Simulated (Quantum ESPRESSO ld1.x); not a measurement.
The numbers below are computed, except where a source is named.
Problem. These are the eigenvalues of the occupied orbitals of an atom or ion with whole-number occupations (hartree). Code: ld1.x of Quantum ESPRESSO 7.5. Model: scalar-relativistic Kohn-Sham, BP86, spin-unpolarised, spherical densities, point nucleus.

orbital  eigenvalue
1s         -332.652
2s         -46.5192
2p         -41.1622
3s         -10.8826
3p         -9.25550
3d         -6.65321

Which element is it, and in what charge state? The configuration may be excited.

Solution. Z = 29, copper, charge +8: Cu8+ in [Ar] 3d3. The list shows which subshells hold electrons but not how many an open one holds; the 1s level, -332.65 hartree, gives Z - s = 25.8 by -(Z - s)^2/2, which with screening and relativity narrows Z to a few neighbours, and the depths of the outer levels then fix element, charge and occupations together.
